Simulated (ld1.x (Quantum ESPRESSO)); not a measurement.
phosphorus, PAW: configuration errors across variants

- Element: P
- Generator: ld1.x (Quantum ESPRESSO) 7.5
- Type: PAW
- Functional: PBE
- Relativity: non-relativistic
- Frozen core: [Ne]
- Valence charge: 5
- Reference configuration: 3s2 3p3
- Partial waves: 3s (bound): rcut 1.25, rcutus 1.40 bohr; 3s channel at 2 Ry: rcut 1.25, rcutus 1.40 bohr; 3p (bound): rcut 1.45, rcutus 1.70 bohr; 3p channel at 1.7 Ry: rcut 1.45, rcutus 1.70 bohr
- Local potential: all-electron potential smoothed inside 1.25 bohr (lloc = -1)
- Core correction: Bessel-smoothed model core inside 1.25 bohr
- Augmentation charge: PSQ, inside the norm-conserving radii

All-electron excitation energies from the reference (eV): (1) 3s2 3p2 9.742; (2) 3s2 3p1 28.901; (3) 3s2 3p0 58.651; (4) 3s0 3p5 17.023; (5) 3s1 3p4 8.447; (6) 3s1 3p3 18.767; (7) 3s2 3p3.3 -1.310.

4 further variants failed, have other tests or another functional or relativity, and are left out.

Errors AE − PS in meV (a dash: test not solved or not reliable):

```csv
change,(1),(2),(3),(4),(5),(6),(7),bound ghosts
base,-0.6,-6.8,-35,-1.1,-0.3,-1.6,0.0,none
local potential all-electron potential smoothed inside 1.52 bohr (lloc = -1),-0.6,-6.8,-35,-1.1,-0.3,-1.6,0.0,none
local potential all-electron potential smoothed inside 1.35 bohr (lloc = -1),-0.6,-6.8,-35,-1.1,-0.3,-1.6,0.0,none
"waves 3p (bound): rcut 1.45, rcutus 1.86 bohr; 3p channel at 1.7 Ry: rcut 1.45, rcutus 1.86 bohr",-0.6,-6.8,-35,-0.7,-0.2,-1.5,0.0,none
"wave 3p channel at 1.7 Ry: rcut 1.45, rcutus 1.70 bohr becomes 3p channel at 7.03 Ry: rcut 1.45, rcutus 1.70 bohr",-0.2,-5.3,-35,-1.0,-0.3,-0.7,0.0,none
```

Q: Give the same row for: waves 3s (bound): rcut 1.25, rcutus 1.68 bohr; 3s channel at 2 Ry: rcut 1.25, rcutus 1.68 bohr.

A: -0.6, -6.9, -35, -1.2, -0.3, -1.6, 0.0; bound ghosts: none.
